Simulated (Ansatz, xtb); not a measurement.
Relative energy of two isomers of C6H7OP

Structure a is `COC1=CC=PC=C1`, a singlet and structure b is `COC1=CC=CP=C1`, a singlet. Both are isolated molecules in the gas phase, relaxed with B3LYP-D3(BJ)/def2-SVP; the shapes shown needn't be the lowest conformers.

a (Å):

```xyz
15

C    -1.5403    1.7356    0.1154
C     0.4719    0.4488   -0.0273
C    -0.2287   -0.7403   -0.2859
C     0.4101   -1.9643   -0.4847
C     2.6812   -0.6325   -0.1215
C     1.8782    0.4836    0.0489
O    -0.1345    1.6450    0.1678
P     2.1275   -2.2617   -0.4556
H    -1.9339    1.4423   -0.8742
H    -1.7910    2.7882    0.3014
H    -2.0210    1.1102    0.8888
H    -1.3188   -0.7138   -0.3349
H    -0.2313   -2.8309   -0.6796
H     3.7642   -0.4885   -0.0408
H     2.3244    1.4610    0.2549
```

b (Å):

```xyz
15

C     2.1366    0.2778    1.9858
C     1.0456   -0.7567    0.1268
C     1.0543   -1.8623   -0.7473
C     0.1223   -2.0306   -1.7652
C    -0.9153   -1.1291   -2.0297
C     0.0904    0.2606    0.0331
O     2.0377   -0.7744    1.0534
P    -1.2022    0.3305   -1.1368
H     2.3031    1.2510    1.4904
H     3.0012    0.0487    2.6224
H     1.2342    0.3515    2.6187
H     1.8407   -2.6042   -0.5937
H     0.2133   -2.9238   -2.3920
H    -1.5981   -1.3526   -2.8556
H     0.1343    1.0929    0.7389
```

Quicker runs give these differences E(b) − E(a): GFN2-xTB −4.15 kJ/mol; HF/STO-3G +0.69 kJ/mol (at GFN2-xTB geometries); r2SCAN-D4/def2-SVP −3.03 kJ/mol (at GFN2-xTB geometries).

Q: Which of the two would you expect CCSD(T)/def2-SVP + ΔMP2/def2-TZVPP electronic energies to favour?

A: Not settled: CCSD(T)/def2-SVP + ΔMP2/def2-TZVPP gives E(b) − E(a) = −5.18 kJ/mol, but this leans on the basis-set step: CCSD(T) alone gives −3.13 kJ/mol.

How the difference moves with the method:

```tsv
level	geometry	E(b) − E(a) (kJ/mol)	departure from the last row (kJ/mol)	job, with rough time for the two
GFN2-xTB	GFN2-xTB	−4.15	+1.03	optimisation, 0.14 s
HF/STO-3G	GFN2-xTB	+0.69	+5.87	single point, 0.44 s
r2SCAN-D4/def2-SVP	GFN2-xTB	−3.03	+2.16	single point, 4.4 s
B3LYP-D3(BJ)/def2-SVP	B3LYP-D3(BJ)/def2-SVP	−2.79	+2.40	optimisation, 31 s
HF/def2-SVP	B3LYP-D3(BJ)/def2-SVP	−4.63	+0.56	part of the CCSD(T) run
MP2/def2-SVP	B3LYP-D3(BJ)/def2-SVP	−3.68	+1.50	part of the CCSD(T) run
CCSD(T)/def2-SVP	B3LYP-D3(BJ)/def2-SVP	−3.13	+2.05	single point
CCSD(T)/def2-SVP + ΔMP2/def2-TZVPP	B3LYP-D3(BJ)/def2-SVP	−5.18		single point, 1.8 min
```

As drawn, both hold the same kinds of bond in the same numbers.

HF/STO-3G finds them nearly level. The largest departure from CCSD(T)/def2-SVP + ΔMP2/def2-TZVPP is that of HF/STO-3G, 5.87 kJ/mol. The last row adds to CCSD(T) the change of the MP2 difference between the two basis sets, here −2.05 kJ/mol.

With thermal terms from frequencies at re-optimised GFN2-xTB minima (ideal gas, soft modes damped towards free rotors, one conformer each, 298.15 K, 1 atm): on the last row, ΔE + ΔZPE = −5.08, ΔH = −5.08, ΔG = −5.04 kJ/mol.

The correlated steps freeze 12 core orbitals. Codes used: Ansatz 0.2.0, xtb 6.7.1; the last row on 4 threads of Arm Neoverse V1 on a shared host.
